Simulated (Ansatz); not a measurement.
Geometry optimisation, RKS B3LYP-D4/6-31G (Ansatz 0.2.0).

input.yaml

```yaml
crystal:
  periodic: [false, false, false]
  atoms:
    - { symbol: C, position_ang: [1.6863, -1.2597, -0.8387] }
    - { symbol: C, position_ang: [1.0866, 0.1975, -0.991] }
    - { symbol: Si, position_ang: [-0.7646, 0.4142, -0.6658] }
    - { symbol: O, position_ang: [-1.5888, -0.5053, -1.6612] }
    - { symbol: "N", position_ang: [-1.225, -0.1673, 0.8376] }
    - { symbol: Si, position_ang: [-0.7308, 0.8928, 2.0976] }
    - { symbol: H, position_ang: [1.1597, -1.9063, -1.5277] }
    - { symbol: H, position_ang: [1.5546, -1.5767, 0.1633] }
    - { symbol: H, position_ang: [2.7107, -1.2127, -1.0457] }
    - { symbol: H, position_ang: [1.2909, 0.5467, -1.9883] }
    - { symbol: H, position_ang: [1.6526, 0.8631, -0.3096] }
    - { symbol: H, position_ang: [-1.1365, 1.8254, -0.7975] }
    - { symbol: H, position_ang: [-1.6274, -1.4451, -1.5325] }
    - { symbol: H, position_ang: [-2.2674, -0.1726, 0.8773] }
    - { symbol: H, position_ang: [0.7457, 0.9586, 2.1223] }
    - { symbol: H, position_ang: [-1.363, 2.2335, 1.9369] }
    - { symbol: H, position_ang: [-1.2027, 0.3133, 3.3633] }
basis:
  gaussian: { orbitals: "6-31G" }
hamiltonian:
  xc: b3lyp
  dispersion: d4
relax:
  f_tol: 0.015
  max_steps: 40
output:
  orbitals: {}
```

Launched with:

```bash
$ ansatz run input.yaml --threads 1 --pin off --max-ram 2048MiB --backend cpu --events-out ev --progress --plain --runs-dir out
```

Question: Where does it end, and by what steps?

Answer: The run converged. Limits of this set-up: no polarisation functions. After 32 steps the energy has fallen by 1.622 eV; H16 moved furthest, 2.25 Å.

| step | energy less start (eV) | largest force component (eV/Å) | accepted |
| --- | --- | --- | --- |
| 0 | 0.0000 | 3.923 | yes |
| 2 | -1.4015 | 1.152 | yes |
| 4 | -1.5204 | 0.403 | yes |
| 6 | -1.5612 | 0.237 | yes |
| 8 | -1.5750 | 0.335 | yes |
| 10 | -1.5843 | 0.051 | yes |
| 12 | -1.5892 | 0.183 | yes |
| 14 | -1.5930 | 0.130 | yes |
| 16 | -1.5972 | 0.106 | yes |
| 18 | -1.6018 | 0.137 | yes |
| 20 | -1.6079 | 0.134 | yes |
| 22 | -1.6115 | 0.030 | yes |
| 24 | -1.6144 | 0.038 | yes |
| 26 | -1.6165 | 0.040 | yes |
| 28 | -1.6196 | 0.062 | yes |
| 30 | -1.6217 | 0.027 | yes |
| 32 | -1.6220 | 0.011 | yes |

```xyz
17
Properties=species:S:1:pos:R:3
C 1.691 -0.760 -0.618
C 0.938 0.514 -1.050
Si -0.962 0.357 -0.992
O -1.468 -1.119 -1.749
N -1.498 0.489 0.694
Si -0.547 0.424 2.202
H 1.398 -1.616 -1.237
H 1.493 -1.021 0.428
H 2.775 -0.633 -0.722
H 1.208 0.766 -2.084
H 1.239 1.370 -0.433
H -1.670 1.374 -1.831
H -1.294 -1.996 -1.369
H -2.498 0.601 0.827
H -0.076 -0.963 2.560
H 0.677 1.289 2.101
H -1.425 0.924 3.314
```

Whether the end is a true minimum wasn't checked by a vibrational analysis.

Run time: 4.2 min on 1 thread of Arm Neoverse V2, with other jobs on the host, peak memory 0.22 GiB.
